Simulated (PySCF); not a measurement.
Structure revision by computed shifts

A compound C7H12O2Si gives the data below (simulated from a calculation) and was assigned the structure `C[Si](C)(C)Oc1ccco1`.

¹³C{¹H} NMR (computed): δ 163.8 (C), 161.0 (CH), 140.5 (C), 93.1 (CH), 58.9 (CH3), 29.6 (CH2), 14.9 (CH3).

¹H NMR (300 MHz, computed): δ 7.23 (d, 1H), 5.36 (m, 2H), 4.93 (m, 1H), 3.91 (s, 3H), 2.47 (q, 2H), 1.12 (t, 3H).

- GFN2-xTB geometry
- PBE0/pcSseg-1 with gauge-including orbitals
- program: PySCF 2.14
- one conformer, no solvent model, equivalent nuclei averaged, non-relativistic Hamiltonian

Referencing at the same level of theory: ¹H (31.72 ppm), ¹³C (186.93 ppm) vs TMS.

**Question.** Compare with the shifts computed for the proposed structure, pairing carbons in order of shift.

**Answer.** Atoms are numbered as in `[CH3:1][Si:2]([CH3:3])([CH3:4])[O:5][c:6]1[cH:7][cH:8][cH:9][o:10]1`. Each H is labelled by its parent atom.

```csv
atom,computed for proposal,given list,difference
C6,164.4,163.8,+0.6
C9,134.2,161.0,-26.8
C8,119.2,140.5,-21.3
C7,90.0,93.1,-3.1
C1,1.1,58.9,-57.8
C3,1.1,29.6,-28.5
C4,1.1,14.9,-13.8
```

The rms difference is 28.1 ppm and the largest -57.8 ppm at C1 (methyl carbon bonded to Si). The proposal also would give 5 carbon signals, not 7. The carbon types in order of shift don't match either: C, CH, CH, CH, CH3, CH3, CH3 for the proposal against C, CH, C, CH, CH3, CH2, CH3 in the data. The proposal doesn't fit.

**Question.** Which isomer fits?

**Answer.** SMILES O1C(CC)=C(OC)[SiH2]C=C1.

- Carbon types of the structure: 2 × C, 2 × CH, 1 × CH2, 2 × CH3, leaving 2 H on heteroatoms.
- δC 163.8, 161.0, 140.5: alkene carbon bearing oxygen; an sp2 carbon further deshielded by the attached heteroatom.
- δC 93.1: β carbon of an enol-ether or enamine type C=C; the O or N lone pair pushes π density onto this β carbon and shields it.
- δC 29.6: allylic sp3 CH2; aliphatic region, no heteroatom directly attached.
- δH 7.23: hydrogen on an alkene carbon bearing oxygen; attached to an sp2 carbon and in the plane of the double bond.

Other isomers checked: CC#C[SiH2]C(=O)OC(C)C (rms 34.5 ppm); O=C[C@@H]1[SiH2]C[C@@H]1OC1CC1 (rms 53.7 ppm).

The data come from this structure; uniqueness wasn't tested.

Shifts are as computed. Against solution values, carbons near 30 ppm lie about +3 ppm off and those near 130 ppm about +5 ppm. Of 1211 compounds with measured shifts, 218 miss one by over three times the rms of a fit or turn the order of signals round; such compounds aren't used in these exercises. No couplings were computed; multiplicities are counted from neighbouring protons, with m where these are inequivalent, close in shift, in a saturated or five-membered ring or joined by F or P, and br s for small geminal =CH2 splittings.
